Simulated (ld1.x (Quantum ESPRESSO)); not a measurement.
## tin, TM: configuration errors across variants

ld1.x (Quantum ESPRESSO) 7.5 input, shortened:

```
&input
   title='Sn', zed=50., rel=1, dft='PBESOL', iswitch=3,
   config='[Kr] 4d10 5s2 5p2 5d-2'
 /
 &inputp
   pseudotype=2, tm=.true., lloc=2,
   nlcc=.false.
 /
3
5S  1  0   2.00   0.00  2.00  2.00  0.0
5P  2  1   2.00   0.00  2.70  2.70  0.0
5D  3  2  -2.00   0.25  2.25  2.25  0.0
 &test
   configts(1)='5s2 5p2'
 /
```

All-electron excitation energies from the reference (eV): (1) 5s2 5p1 6.898; (2) 5s2 5p1.5 2.626; (3) 5s1 5p3 7.008; (4) 5s2 5p2.3 -0.852; (5) 5s1 5p2 14.585.

Tests that are not counted but printed errors over 1 eV. “base”: 5s2 5p0 (solver errors, printed error -18.3 eV); 5s1 5p0 (solver errors, printed error +4.3 eV). “all radii scaled by about 0.92 (s 1.84, p 2.48, d 2.06 bohr)”: 5s2 5p0 (solver errors, printed error -16.5 eV); 5s1 5p0 (pseudo-atom not self-consistent, printed error +2.9 eV).

A true bound ghost makes a file unfit for plane-wave use even where its test errors are small: the radial tests pick states by their node count and pass the ghost by. Where a test does run into it, the solver fails or the error is huge.

Errors AE − PS in meV (a dash: test not solved or not reliable):

```csv
change,(1),(2),(3),(4),(5),bound ghosts
base,-7.1,-1.8,+8.5,0.0,+3.0,"s, p"
"all radii scaled by about 0.78 (s 1.56, p 2.10, d 1.74 bohr)",-7.0,-1.7,+9.3,0.0,+2.8,"s, p"
"all radii scaled by about 0.92 (s 1.84, p 2.48, d 2.06 bohr)",-5.0,-1.2,+8.6,+0.3,+5.6,"s, p"
"all radii scaled by about 1.11 (s 2.22, p 3.00, d 2.50 bohr)",-13,-3.1,+8.4,-0.3,-7.8,"s, p"
"all radii scaled by about 1.19 (s 2.38, p 3.20, d 2.66 bohr)",-21,-4.9,+7.2,-0.7,-24,"s, p"
"all radii scaled by about 1.29 (s 2.58, p 3.50, d 2.92 bohr)",-49,-13,-5.2,-3.2,-112,"s, p"
"all radii scaled by about 1.39 (s 2.78, p 3.76, d 3.14 bohr)",-17,-2.3,+11,+0.3,+21,s
```

**Question.** Give the same row for: all radii scaled by about 0.87 (s 1.74, p 2.36, d 1.96 bohr).

**Answer.** -4.4, -0.8, +9.2, +0.1, +5.5; bound ghosts: s, p. Not counted: 5s2 5p0 (solver errors, printed error -15.9 eV).
